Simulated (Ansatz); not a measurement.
Molecule: PN (charge +1, doublet). 
Coordinates optimised at B3LYP-D3(BJ)/def2-TZVP (Ansatz, a quantum-chemistry and plane-wave program):
```xyz
2

N      0.0000     0.0000    -1.0056
P      0.0000     0.0000     0.4693
```
Charge +1, spin multiplicity 2.

Parts of the frozen-core correlation energy in cc-pV(D+d)Z (Ansatz, hartree). Frozen orbitals: 6; correlated occupied orbitals by spin: 5 and 4; virtual: 26 and 27. UHF or UKS for open shells. No spin-orbit coupling. Non-relativistic.

| term | value |
|---|---|
| reference (HF) | -394.77861 |
| MP2 opposite-spin | ___ |
| MP2 same-spin | ___ |
| CCSD correlation | ___ |
| (T) | -0.01250 |
| CCSDT minus CCSD(T) | -0.00339 |
| CCSDT(Q) minus CCSD(T) | -0.00566 |
| T1 diagnostic | 0.091 |
| largest doubles amplitude | 0.116 |
| <S^2> of the reference | 1.400 |

Q: Some entries are withheld; supply them.

A: 
- MP2 opposite-spin, value: -0.13960
- MP2 same-spin, value: -0.05466
- CCSD correlation, value: -0.24627
